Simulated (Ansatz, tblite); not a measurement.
Cost and result up the ladder for TiHCl3 (5 atoms). Charge 0, multiplicity 1. Geometry: PBE0-D4/def2-SVP.

| atom | x (Å) | y (Å) | z (Å) |
| --- | --- | --- | --- |
| Ti1 | -0.0023 | 0.0348 | 0.0406 |
| H2 | 0.0695 | -1.0381 | -1.2103 |
| Cl3 | 0.6703 | -1.1535 | 1.7059 |
| Cl4 | -2.0872 | 0.5738 | 0.0660 |
| Cl5 | 1.3498 | 1.5829 | -0.6022 |

Ansatz on 4 threads of Arm Neoverse V2 on a shared host; xTB runs through tblite on one thread. Times are rough, summed over both states, and most runs start from the orbitals of an earlier one. PBE0-D4/def2-TZVP serves as the yardstick here, not as an exact answer. The other state is a triplet.

The xTB rows come from tblite.

xTB has no spin-polarisation term.

```tsv
level	functions	wall time
GFN2-xTB	37	0.007 s
GFN1-xTB	38	0.009 s
PBE-D4/def2-TZVP	162	8.4 s
PBE0-D4/def2-TZVP	162	13 s
r2SCAN-D4/def2-TZVP (with forces)	162	22 s
```

Estimate what each level gives for the vertical triplet (eV).


```
                            level  vertical triplet (eV)  difference from PBE0-D4/def2-TZVP (eV)
                         GFN2-xTB                   2.80                                   -0.39
                         GFN1-xTB                   2.58                                   -0.61
                 PBE-D4/def2-TZVP                   3.60                                    0.41
                PBE0-D4/def2-TZVP                   3.20                                    0.00
r2SCAN-D4/def2-TZVP (with forces)                   3.45                                    0.25
```
